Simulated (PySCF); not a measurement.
Species: C5H8Se.
Geometry (PBE0-D3(BJ)/def2-SVP, Å), atoms numbered from 1 in this order:
```xyz
14
C5H8Se angstrom
C      1.8154   -1.3373    1.5028
C      1.4283   -0.8655    0.4563
C      0.9368   -0.2862   -0.7876
C     -0.4726    0.3129   -0.6838
C     -0.5655    1.4405    0.3277
Se    -1.8334   -1.0773   -0.3809
H      2.1715   -1.7630    2.4223
H      0.9525   -1.0561   -1.5757
H      1.6333    0.5107   -1.1065
H     -0.7403    0.6868   -1.6849
H     -1.5794    1.8618    0.3590
H     -0.3116    1.0824    1.3371
H      0.1405    2.2480    0.0694
H     -1.1966   -1.5725    0.8500
```

Linear response at CAM-B3LYP/def2-SVPD (PySCF, frozen core in the response, non-relativistic). Relativistic effects, spin–orbit coupling among them, are left out although an element past zinc is present.

Static isotropic polarisability: 86.11 au (12.76 Å³), principal values 75.6, 86.9, 95.9 au.

(1) What is the polarisability at 1064 nm and at the sodium D line?

(2) What is the isotropic C6 coefficient between two such molecules, C6 = (3/π)∫α(iω)² dω?

(3) Which effective excitation energy ω̄ makes London's formula C6 = (3/4)α²ω̄ exact here?

(4) How many electrons N does the Slater–Kirkwood formula C6 = (3/4)·√N·α^(3/2) need to give this C6?

(5) What molar refraction at the D line follows from R = (4π/3)·N_A·α′, with α′ the polarisability volume?

(6) What does −C6/R⁶ come to at R = 12 Å between centres?

(7) How anisotropic is the static polarisability, by Δα² = ½[(α1 − α2)² + (α2 − α3)² + (α3 − α1)²]?

(8) What three-body coefficient follows from the one-pole estimate C9 = (3/4)·α·C6?

(9) What n − 1 at the D line would an ideal gas of it have at 273.15 K and 1 atm (2.6868 × 10¹⁹ cm⁻³), by n − 1 = 2π·N·α′?

Results:

(1) 86.94 au at 1064 nm (+1.0 %), 88.92 au at 589.3 nm (+3.3 %). The rise at 589.3 nm is 3.38 times that at 1064 nm; a pure ω² law gives 3.26. The lowest singlet lies at 253 nm, shorter than both wavelengths.

(2) 2816 au (Eh·bohr⁶) by a ten-point quadrature over imaginary frequencies, which is 1680 eV·Å⁶ or 162 J·nm⁶/mol.

(3) ω̄ = 4·C6/(3α²) = 0.506 Eh = 13.8 eV. A one-pole form α(ω) = α/(1 − ω²/ω̄²) fitted to the 1064 nm value gives 11.9 eV.

(4) N = (4·C6/3)²/α³ = 22.1; the species has 72 electrons in all.

(5) α′ = 13.18 Å³ gives R = 33.24 cm³/mol, for isolated, non-vibrating species.

(6) -54 J/mol. This is the leading, orientation-averaged term; C8 and higher terms are left out.

(7) Δα = 17.6 au, or 0.20 of the isotropic value.

(8) 182000 au. This is an estimate from the two numbers above, not a computed integral.

(9) 22.24 × 10⁻⁴, a formal value whether or not that pressure can be reached.

One conformer stands for the species.
